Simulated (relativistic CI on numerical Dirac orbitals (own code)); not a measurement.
Sensitivity of the levels of Nd V to α and to the nuclear radius

Computed by Dirac-Coulomb-Breit CI, KLI orbitals optimised for each configuration, valence Slater integrals scaled by 0.85, P86 correlation energy added to each configuration, derivatives by finite differences, QED left out (own radial code, finite nucleus).

Configuration list (outside the closed core [Kr] 4d10): 4f2 5s2 5p6, 4f 5s2 5p6 5d, 4f3 5s2 5p5, 5s2 5p6 5d2, 4f 5s2 5p6 6s, 4f 5s2 5p6 6p, 4f2 5s 5p6 5d, 4f 5s2 5p6 6d. Levels of other configurations are missing.

With x = (α/α₀)² − 1 an excitation energy changes as ω = ω₀ + qx; K = 2q/ω₀ is the relative enhancement. Terms are leading LS components, so labels can repeat. The field-shift factor is F = δν/δ⟨r²⟩ for the transition from the lowest level.

Lowest level 4f2 5s2 5p6 3H_4.

| Level | ω₀ (cm⁻¹) | q (cm⁻¹) | F (GHz/fm²) |
| --- | --- | --- | --- |
| 4f2 5s2 5p6 3H_5 | 2731.2 | 2606 | 0.116 |
| 4f2 5s2 5p6 3H_6 | 5527.3 | 4993 | 0.228 |
| 4f2 5s2 5p6 3F_2 | 6173.1 | 497.1 | 0.132 |
| 4f2 5s2 5p6 3F_3 | 7948.4 | 2340 | 0.212 |
| 4f2 5s2 5p6 3F_4 | 8012.5 | 2031 | 0.216 |
| 4f2 5s2 5p6 3F_4 | 11651.2 | 5148 | 0.363 |
| 4f2 5s2 5p6 1D_2 | 21385.4 | 1565 | 0.455 |
| 4f2 5s2 5p6 1I_6 | 25906.8 | 1847 | 0.512 |
| 4f2 5s2 5p6 3P_0 | 26260.0 | 418.3 | 0.473 |
| 4f2 5s2 5p6 3P_1 | 27024.0 | 1346 | 0.514 |
| 4f2 5s2 5p6 3P_2 | 28461.0 | 3072 | 0.591 |
| 4f2 5s2 5p6 1S_0 | 59054.7 | 593.7 | 1.16 |
| 4f3 5s2 5p5 5H_3 | 98211.2 | 30670 | -6.33 |
| 4f3 5s2 5p5 5H_4 | 99820.0 | 31570 | -6.28 |
| 4f3 5s2 5p5 5H_5 | 101812.2 | 32650 | -6.22 |
| 4f3 5s2 5p5 5H_6 | 104128.6 | 33580 | -6.15 |
| 4f3 5s2 5p5 5K_7 | 106257.9 | 32980 | -6.07 |
| 4f3 5s2 5p5 5K_6 | 107205.5 | 31910 | -6.23 |
| 4f3 5s2 5p5 5K_8 | 107255.2 | 33570 | -5.99 |
| 4f3 5s2 5p5 5K_5 | 107911.9 | 31220 | -6.26 |
| 4f3 5s2 5p5 5K_9 | 108092.3 | 34870 | -5.89 |
| 4f3 5s2 5p5 5H_7 | 108251.8 | 35260 | -6.14 |
| 4f3 5s2 5p5 5I_4 | 109267.9 | 31100 | -6.29 |

At this charge configurations can still be misplaced by up to about 7 % of their energy. Levels and lines within the n = 5 or 6 shells can be off by up to 10 % or somewhat more, and those that change n by about 2 %, since core polarisation is missing. Levels that differ in their count of f electrons can be misplaced by several ten thousand cm⁻¹, since the correlation energy of f electrons is missing or only estimated; rates across such gaps can be off by orders of magnitude.

Problem. Which transition from the lowest level has the largest |K|?

Solution. 4f2 5s2 5p6 3H_5 at 2731.2 cm⁻¹, K = 1.91.
